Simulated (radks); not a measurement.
Values are calculated unless marked as measured or tabulated.
Q: All-electron atom: Ga+ in [Ar] 3d8 4s2 4p2 (not the ground configuration). Code: a radial shooting solver on a logarithmic mesh with Libxc functionals. Model: scalar-relativistic Kohn-Sham, PBE, spin-polarised, spherical densities, point nucleus; open shells are filled with parallel spins first. Some entries of the table are withheld. Estimate them.

orbital,occ.,eigenvalue (hartree),<1/r> (bohr^-1),<r> (bohr)
1s up,1,-377.0846,31.30,0.04860
1s down,1,-377.0810,31.30,0.04860
2s up,1,-47.63507,6.842,0.2179
2s down,1,-47.57449,6.848,0.2177
2p up,3,-41.61372,6.710,0.1908
2p down,3,-41.56645,6.715,0.1907
3s up,1,-6.57340,2.219,0.6420
3s down,1,-6.46637,2.213,0.6433
3p up,3,-4.74574,2.076,0.6631
3p down,3,-4.63965,2.069,0.6649
3d up,5,-1.76836,1.772,0.7259
3d down,3,-1.66099,1.762,0.7311
4s up,1,-0.84352,0.6695,1.963
4s down,1,-0.76105,0.6667,1.979
4p up,2,(1),0.5477,2.370
4p down,0,(2),0.5349,2.440

A: 
(1) 4p up eigenvalue (hartree): -0.50664
(2) 4p down eigenvalue (hartree): -0.42960
